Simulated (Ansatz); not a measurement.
Spin gap between two states, R1 and P1; the higher of the two is an excited state, each structure at its B3LYP-D3(BJ)/def2-TZVP stationary point, reached from a drawn start (curvature not checked).
R1, SiH2 (SMILES [SiH2]) (charge 0, multiplicity 1):
```xyz
3

Si     0.0000    -0.7086     0.0000
H      1.0912     0.3543     0.0000
H     -1.0912     0.3543     0.0000
```
P1, SiH2 (SMILES [SiH2]) (charge 0, multiplicity 3):
```tsv
atom	x (Å)	y (Å)	z (Å)
Si	0.0000	-0.5064	0.0000
H	1.2757	0.2532	0.0000
H	-1.2757	0.2532	0.0000
```

P less R. No zero-point or thermal terms; singlets are restricted closed shells; open shells are unrestricted.

Correlated levels freeze the cores.

Run with Ansatz (a program for electronic structure). Each number belongs to the level named beside it.

Total energies in hartree:

```tsv
structure	PBE/def2-TZVPP	r2SCAN/def2-TZVPP	CCSD(T)/cc-pV(Q+d)Z
R1	-290.458218	-290.578566	-290.180892
P1	-290.432480	-290.561402	-290.148620
```

**Question.** Work out the spin gap at each level in kcal/mol (1 hartree = 627.50947 kcal/mol), and say how far PBE/def2-TZVPP lies from CCSD(T)/cc-pV(Q+d)Z.

**Answer.** 
- PBE/def2-TZVPP: (-290.432480) − (-290.458218) = 0.025738 hartree = 16.15 kcal/mol
- r2SCAN/def2-TZVPP: (-290.561402) − (-290.578566) = 0.017164 hartree = 10.77 kcal/mol
- CCSD(T)/cc-pV(Q+d)Z: (-290.148620) − (-290.180892) = 0.032272 hartree = 20.25 kcal/mol
PBE/def2-TZVPP less CCSD(T)/cc-pV(Q+d)Z: -4.10 kcal/mol. CCSD(T)/cc-pV(Q+d)Z is the level counted from, the highest shown, and no exact or measured value.
